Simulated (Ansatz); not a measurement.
Cartesian coordinates (Å):
```xyz
9

C      1.6583     0.4682     0.2299
C      0.3420     0.2978     0.2880
N     -0.3155    -0.5528    -0.5972
C     -1.5707    -0.6638    -0.4808
H      2.2454    -0.0573    -0.5141
H      2.1666     1.1301     0.9193
H     -0.2614     0.8226     1.0349
H     -2.1527    -0.1237     0.2782
H     -2.1121    -1.3210    -1.1582
```
Charge +1, spin multiplicity 2.

These are frozen-core CCSD(T)/cc-pVTZ // PBE0-D4/def2-TZVP in Ansatz (a first-principles code) values and carry that method's errors. The geometry is that of the parent before the electron was removed.

```yaml
HF energy: -170.67795 Ha
MP2 correlation energy: -0.61871 Ha
```

Task: Estimate the CCSD correlation energy, the (T) correction, the total energy and the T1 diagnostic.

Result: 
- CCSD correlation energy: -0.65630 Ha
- (T) correction: -0.02882 Ha
- CCSD(T) total energy: -171.36307 Ha
- T1 diagnostic: 0.019
